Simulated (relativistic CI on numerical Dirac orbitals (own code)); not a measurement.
Sr X: sensitivity of the levels to the model

Base calculation: Dirac-Coulomb-Breit CI, KLI orbitals optimised for each configuration, model QED, unscaled Slater integrals.

Configuration list (outside the closed core [Ar]): 3d¹⁰4s, 3d¹⁰4p, 3d¹⁰4d, 3d¹⁰4f, 3d¹⁰5s, 3d¹⁰5p, 3d¹⁰5d, 3d⁹4s², 3d¹⁰6s, 3d¹⁰5f, 3d¹⁰5g, 3d¹⁰6p, 3d¹⁰6d, 3d⁹4s4p, 3d¹⁰7s, 3d¹⁰6f, 3d¹⁰8s, 3d⁹4s4d, 3d⁹4s5s, 3d⁹4s4f, 3d⁹4s5p, 3d⁹4s5d. Double excitations out of closed p, d and f shells are left out; levels of such configurations are missing from the list, as are those of other unlisted configurations, and high levels can miss mixing partners.

The lowest level and the first level of each name with at least 55 % of one term (blank where a level has no safe partner in the second run):

```
        Level  Base (cm⁻¹)  Shift (cm⁻¹)
 3d¹⁰4s ²S1/2            0             0
3d¹⁰4p ²P°1/2       172981          +430
3d¹⁰4p ²P°3/2       187942          +398
 3d¹⁰4d ²D3/2       461911          +425
 3d¹⁰4d ²D5/2       464108          +417
 3d¹⁰5s ²S1/2       662140          +245
3d¹⁰4f ²F°7/2       713591          +406
3d¹⁰4f ²F°5/2       713663          +407
3d¹⁰5p ²P°1/2       733727          +416
3d¹⁰5p ²P°3/2       739694          +402
 3d¹⁰5d ²D3/2       855498          +415
 3d¹⁰5d ²D5/2       856453          +411
 3d¹⁰6s ²S1/2       946532          +329
 3d⁹4s² ²D5/2       949117          -554
```

At this charge energies of transitions that change n are usually good to better than 1 %, and those within a shell (Δn = 0) to a few per cent.

Question: One thing was changed in a second run, which moved the levels as shown. Which?
A. P86 correlation estimate
B. QED terms removed
C. Breit term removed
D. configuration mixing switched off

Answer: B. QED terms removed. QED shifts follow the density of s (and p1/2) electrons at the nucleus, so configurations move by their count of such electrons; where none moves, the smaller shifts of p3/2 electrons and of j = l + 1/2 against j = l − 1/2 set the pattern.

LS names give the leading component of a level, which can be under half, so a name can repeat, a term be missing and a line seem to break the LS rules.
